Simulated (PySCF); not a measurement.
C7H8OP2.
Numbering: `[CH3:1][C:2](=[O:3])[c:4]1[cH:5][p:6][c:7]([CH3:8])[p:9][cH:10]1` (hydrogens: H11, H12, H13 on C1; H14 on C5; H15, H16, H17 on C8; H18 on C10)

The same species was optimised twice, with GFN2-xTB and with PBE0-D3(BJ)/def2-SVP (PySCF), and the same property calculations (PySCF, gas phase) were run on both structures.

```tsv
coordinate	GFN2-xTB	PBE0-D3(BJ)/def2-SVP	change
C2–C4 (Å)	1.499	1.517	+0.018
C4–C10 (Å)	1.387	1.396	+0.009
C4–C5 (Å)	1.390	1.397	+0.007
C7–C8 (Å)	1.507	1.511	+0.004
P9–C10 (Å)	1.732	1.735	+0.003
P6–C7 (Å)	1.744	1.747	+0.003
C1–C2 (Å)	1.509	1.507	-0.002
C2=O3 (Å)	1.210	1.209	-0.001
C7–P9 (Å)	1.742	1.741	-0.001
C5–P6 (Å)	1.727	1.727	0.000
C1–C2–C4 (°)	117.7	118.9	+1.2
C5–P6–C7 (°)	103.6	104.6	+1.0
O3–C2–C4 (°)	121.0	120.1	-0.9
P6–C7–P9 (°)	129.1	128.2	-0.9
C2–C4–C5 (°)	114.9	115.6	+0.7
C5–C4–C10 (°)	124.3	123.8	-0.5
C7–P9–C10 (°)	104.2	104.6	+0.4
P6–C7–C8 (°)	115.5	115.9	+0.4
C1–C2–C4–C5 (°)	-171	-179	-8
```

Rotational constants: A = 2024, B = 649.1, C = 495.4 MHz (GFN2-xTB) against A = 2029, B = 640.0, C = 489.6 MHz (PBE0-D3(BJ)/def2-SVP).

On the GFN2-xTB structure: HOMO (eV) -7.49 [PBE0/pcSseg-1]; LUMO (eV) -2.43 [PBE0/pcSseg-1]; dipole (D) 2.49 [PBE0/pcSseg-1]; GIAO shielding of C1 (ppm) 158.5 [PBE0/pcSseg-1]; GIAO shielding of C2 (ppm) -13.9 [PBE0/pcSseg-1]; GIAO shielding of O3 (ppm) -325.7 [PBE0/pcSseg-1]; GIAO shielding of C4 (ppm) 49.1 [PBE0/pcSseg-1]; GIAO shielding of C5/C10 (mean) (ppm) 22.9 [PBE0/pcSseg-1]; GIAO shielding of P6/P9 (mean) (ppm) 55.5 [PBE0/pcSseg-1]; GIAO shielding of C7 (ppm) -39.4 [PBE0/pcSseg-1]; GIAO shielding of C8 (ppm) 155.3 [PBE0/pcSseg-1].

Question: What do these properties become on the PBE0-D3(BJ)/def2-SVP structure?

Answer: 
```
                                    property          level  on GFN2-xTB  on PBE0-D3(BJ)/def2-SVP  change
                                   HOMO (eV)  PBE0/pcSseg-1        -7.49                    -7.46   +0.03
                                   LUMO (eV)  PBE0/pcSseg-1        -2.43                    -2.45   -0.02
                                  dipole (D)  PBE0/pcSseg-1         2.49                     2.46   -0.03
energy, GFN2-xTB geometry as zero (kcal/mol)  PBE0/pcSseg-1          0.0                     -0.5    -0.5
                  GIAO shielding of C1 (ppm)  PBE0/pcSseg-1        158.5                    157.4    -1.1
                  GIAO shielding of C2 (ppm)  PBE0/pcSseg-1        -13.9                    -13.1    +0.8
                  GIAO shielding of O3 (ppm)  PBE0/pcSseg-1       -325.7                   -324.7    +1.0
                  GIAO shielding of C4 (ppm)  PBE0/pcSseg-1         49.1                     46.7    -2.4
       GIAO shielding of C5/C10 (mean) (ppm)  PBE0/pcSseg-1         22.9                     22.2    -0.7
        GIAO shielding of P6/P9 (mean) (ppm)  PBE0/pcSseg-1         55.5                     50.7    -4.8
                  GIAO shielding of C7 (ppm)  PBE0/pcSseg-1        -39.4                    -38.6    +0.8
                  GIAO shielding of C8 (ppm)  PBE0/pcSseg-1        155.3                    154.1    -1.2
```

The heavy atoms differ by 0.060 Å rms after alignment. Among bonds between heavy atoms C2–C4 changes most (+0.018 Å). Changes are differences of the printed values. Neither structure is proved a minimum here.

Shape of the structure used: `[CH3:1][C:2](=[O:3])[c:4]1[cH:5][p:6][c:7]([CH3:8])[p:9][cH:10]1`: C1–C2–C4–C5 -179°.
